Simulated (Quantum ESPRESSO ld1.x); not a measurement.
Results of a calculation; reference values are marked as such.
These are the eigenvalues of the occupied orbitals of an atom or ion with whole-number occupations (hartree). Level of theory: Dirac Kohn-Sham, PBE, spin-unpolarised, spherical densities, point nucleus (ld1.x of Quantum ESPRESSO 7.5).

1s1/2: -1906.77

Which element is it, and in what charge state? The configuration may be excited. Open shells, if any, are shared by 2j + 1.

Answer. Z = 61, promethium, charge +59: Pm59+ in [He]. The 1s level, -1906.8 hartree, gives Z - s = 61.8 by -(Z - s)^2/2, which with screening and relativity narrows Z to a few neighbours, and the depths must fix Z and the occupations together.
